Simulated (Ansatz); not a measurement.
```yaml
crystal:
  periodic: [false, false, false]
  atoms:
    - {symbol: C, position_ang: [-1.140218, 1.357177, -0.035757]}
    - {symbol: C, position_ang: [0.449754, 0.933236, -0.278293]}
    - {symbol: In, position_ang: [1.148823, -1.583599, 0.079029]}
    - {symbol: F, position_ang: [-0.932128, -2.730683, 0.736264]}
    - {symbol: H, position_ang: [-2.075787, 0.446537, 0.338003]}
    - {symbol: H, position_ang: [-1.574217, 2.636213, -0.201230]}
    - {symbol: H, position_ang: [1.344319, 1.884619, -0.651779]}
    - {symbol: H, position_ang: [2.779442, -2.943512, 0.013762]}
basis:
  gaussian: {orbitals: def2-TZVP}
hamiltonian: {xc: {name: B3LYP}, dispersion: d3bj, pseudopotentials: {relativity: none}}
```

```sh
$ ansatz run in.yaml --threads 2 --pin off --events-out ev --progress --plain --max-ram 32768MiB --backend cpu
```

Shortened log:

```
Functional definition: B3LYP
1157 factors; their error is unknown
mean field evaluation 1: about -10017.1849 eV, gradient 6.3e1 eV
mean field evaluation 2: about -9753.6749 eV, gradient 2.4e2 eV
mean field evaluation 4: about -10024.6630 eV, gradient 2.2e1 eV
mean field evaluation 8: about -10026.6505 eV, gradient 6.4e-1 eV
mean field evaluation 16: about -10026.6977 eV, gradient 4.3e-4 eV
mean field -10026.69768551 eV, -368.4743436028 hartree, gradient 6.5e-5 eV, S^2 0.000000; 0 other end points of the search recorded, 0 dependent functions left out
reference -10026.69800378 eV, -368.4743552989 hartree; 23, 23 occupied and 144, 144 virtual orbitals, 1157 factors
Total energy: -10026.94987772 eV, -368.4836114954 hartree
```

It took 4.5 s on 2 threads of a server CPU on a shared host, with 0.47 GiB of host memory at the peak.
